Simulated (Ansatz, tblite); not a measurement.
Spin states of H5Au3, each relaxed with r2SCAN-D4/def2-SVP in Ansatz. Electronic energies in the gas phase.

In the def2 sets Au takes a core potential; there is no spin–orbit coupling. The xTB rows come from tblite. Correlated methods freeze no core orbitals; core or outer-core shells of Au are correlated, in sets that lack core-valence functions. The structure comes from a short search, and lower isomers may exist.

Singlet geometry:

```xyz
8

Au    1.387   -0.100   -1.000
Au   -0.504    0.838    0.668
Au   -0.476   -1.920   -0.416
H     0.223   -3.049   -1.291
H     0.041    2.303    0.903
H    -1.566    1.431    1.636
H     2.223    1.218   -1.075
H    -1.327   -0.721    0.575
```

Triplet geometry (Cs within 0.1 Å):

Cartesian coordinates in Å:
```
Au 0.759 -1.318 0.761
Au 0.569 0.700 -1.135
Au -1.435 0.212 0.863
H -2.012 -0.594 2.108
H 1.968 0.252 -1.735
H 0.649 1.811 -2.314
H 0.494 -2.324 1.978
H -0.993 1.261 -0.527
```

Quintet geometry:

```xyz
8

Au   -0.804   -1.585   -0.256
Au    1.097    0.184    0.449
Au   -1.136    0.983   -1.260
H    -1.500    2.474   -1.754
H     2.121   -0.931    1.016
H     0.074    0.229    1.858
H    -0.240   -2.882    0.555
H     0.389    1.527   -0.608
```

⟨S²⟩: triplet 2.02 at PBE0-D4/def2-TZVP (pure 2.00), quintet 6.02 at PBE0-D4/def2-TZVP (pure 6.00).

Only these spin states were relaxed.

Question: Estimate which spin state lies lowest at each of these levels, and by how much: GFN1-xTB; GFN2-xTB; PBE-D4/def2-TZVP; revPBE-D4/def2-TZVP; BHLYP-D4/def2-TZVP; CAM-B3LYP-D4/def2-TZVP; ωB97X-V/def2-TZVP; RPA@PBE/def2-TZVP.

Answer: 
| level | triplet − singlet (kcal/mol) | quintet − singlet (kcal/mol) | lowest of these |
| --- | --- | --- | --- |
| GFN1-xTB | 36.5 | 101.3 | singlet |
| GFN2-xTB | 56.3 | 148.9 | singlet |
| PBE-D4/def2-TZVP | 40.8 | 107.0 | singlet |
| revPBE-D4/def2-TZVP | 40.4 | 106.0 | singlet |
| BHLYP-D4/def2-TZVP | 39.2 | 106.8 | singlet |
| CAM-B3LYP-D4/def2-TZVP | 40.1 | 108.6 | singlet |
| ωB97X-V/def2-TZVP | 41.3 | 112.8 | singlet |
| RPA@PBE/def2-TZVP | 43.6 | 113.0 | singlet |

The xTB methods have no spin-polarisation term.
